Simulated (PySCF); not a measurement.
One ligand Y is varied and pulled off as a radical: Zn(CH3)1–Y. Isolated molecules, 0 K electronic values unless said otherwise. One relaxed conformer stands for each flexible species; it need not be the lowest. Multiplicities are imposed; where one is given, others were not computed. Strings in code marks are SMILES.

These are B3LYP-D3(BJ)/def2-TZVP // PBE-D3(BJ)/def2-SVP in PySCF values and carry that method's errors. All candidates: neutral, multiplicity 1. B3LYP has the VWN-RPA correlation part, as in Gaussian. 

* **HOMO**: -8.61 eV
* **dipole moment**: 2.83 D
* **LUMO**: -0.90 eV

Problem. Name which member has these values.
A) [Zn(CH3)(F)]
B) [Zn(CH3)(Cl)]
C) [Zn(CH3)(Br)]

Solution. A, [Zn(CH3)(F)]. The others give [Zn(CH3)(Cl)]: -8.36 eV, 2.53 D, -0.86 eV; [Zn(CH3)(Br)]: -7.87 eV, 2.39 D, -0.94 eV
